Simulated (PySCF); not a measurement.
Circular dichroism: `C[C@@H]([Se-])[C@H](O)C(F)F`, [C4H7F2OSe]-, charge -1

Molfile (atoms numbered from 1):
```
C4H7F2OSe
     RDKit          3D

 15 14  0  0  0  0  0  0  0  0999 V2000
   -1.9777    0.0339    0.1830 C   0  0  0  0  0  0  0  0  0  0  0  0
   -0.6050   -0.5394   -0.1068 C   0  0  1  0  0  0  0  0  0  0  0  0
   -0.4153   -0.9714   -2.0267 Se  0  0  0  0  0  1  0  0  0  0  0  0
    0.4986    0.4480    0.2765 C   0  0  2  0  0  0  0  0  0  0  0  0
    0.5115    1.5777   -0.5412 O   0  0  0  0  0  0  0  0  0  0  0  0
    1.8547   -0.2637    0.2203 C   0  0  0  0  0  0  0  0  0  0  0  0
    1.9266   -1.2505    1.1565 F   0  0  0  0  0  0  0  0  0  0  0  0
    2.8755    0.5825    0.5317 F   0  0  0  0  0  0  0  0  0  0  0  0
   -2.0951    0.9868   -0.3303 H   0  0  0  0  0  0  0  0  0  0  0  0
   -2.7449   -0.6481   -0.1758 H   0  0  0  0  0  0  0  0  0  0  0  0
   -2.1061    0.1889    1.2564 H   0  0  0  0  0  0  0  0  0  0  0  0
   -0.4598   -1.4784    0.4338 H   0  0  0  0  0  0  0  0  0  0  0  0
    0.3467    0.7984    1.3082 H   0  0  0  0  0  0  0  0  0  0  0  0
    0.3276    1.2416   -1.4414 H   0  0  0  0  0  0  0  0  0  0  0  0
    2.0583   -0.6984   -0.7660 H   0  0  0  0  0  0  0  0  0  0  0  0
  1  2  1  0
  2  3  1  0
  2  4  1  0
  4  5  1  0
  4  6  1  0
  6  7  1  0
  6  8  1  0
  1  9  1  0
  1 10  1  0
  1 11  1  0
  2 12  1  1
  4 13  1  1
  5 14  1  0
  6 15  1  0
M  CHG  1   3  -1
M  END
```

Theory: TDDFT CAM-B3LYP/aug-cc-pVDZ circular dichroism and optical rotation, one conformer, gas phase (PySCF). Geometry: GFN2-xTB.

The molecule is flexible and this is one conformer; a measurement averages over conformers. The calculation is non-relativistic, which matters for the atoms heavier than Zn. For a gas-phase anion, states above the detachment energy (about 2.1 eV, taken as minus the energy of the highest occupied orbital) lie in the continuum and depend on the basis.

**Question.** What are the CIP labels of the stereocentres?

**Answer.** C2 R, C4 R.

**Question.** List the lowest 8 singlet excitations with oscillator and rotatory strengths.

**Answer.** Rotatory strengths R in 10⁻⁴⁰ esu² cm², velocity form and length form (origin at the centre of mass); f in length form.
| state | E (eV) | λ (nm) | f | R (velocity) | R (length) | main |
| --- | --- | --- | --- | --- | --- | --- |
| 1 | 3.34 | 372 | 0.056 | -12.1 | -12.5 | HOMO→LUMO 0.63, HOMO→LUMO+2 0.20 |
| 2 | 3.52 | 352 | 0.047 | +2.3 | +2.7 | HOMO−1→LUMO 0.66, HOMO−1→LUMO+2 0.17 |
| 3 | 3.66 | 339 | 0.023 | -1.0 | -1.4 | HOMO→LUMO+3 0.30, HOMO→LUMO+2 0.22 |
| 4 | 3.82 | 325 | 0.005 | +7.8 | +8.1 | HOMO→LUMO+3 0.35, HOMO→LUMO+2 0.34 |
| 5 | 3.85 | 322 | 0.025 | -4.3 | -4.4 | HOMO−1→LUMO+2 0.24, HOMO−1→LUMO+3 0.22 |
| 6 | 3.90 | 318 | 0.010 | -6.1 | -6.1 | HOMO→LUMO+1 0.60, HOMO→LUMO 0.12 |
| 7 | 4.01 | 309 | 0.001 | +0.6 | +0.6 | HOMO−1→LUMO+3 0.38, HOMO−1→LUMO+2 0.34 |
| 8 | 4.10 | 302 | 0.004 | +4.9 | +4.1 | HOMO−1→LUMO+1 0.59, HOMO−1→LUMO 0.10 |

Among the states computed, the strongest CD band (largest |R|) is state 1. The largest dissymmetry factor in size, g = 4R/(D+G), with D and G the electric and magnetic dipole strengths, is +0.0098 for state 4 (velocity form, f = 0.005), among bands with |R| over 0.5. The mirror image has the same energies and oscillator strengths and all R with the opposite sign.
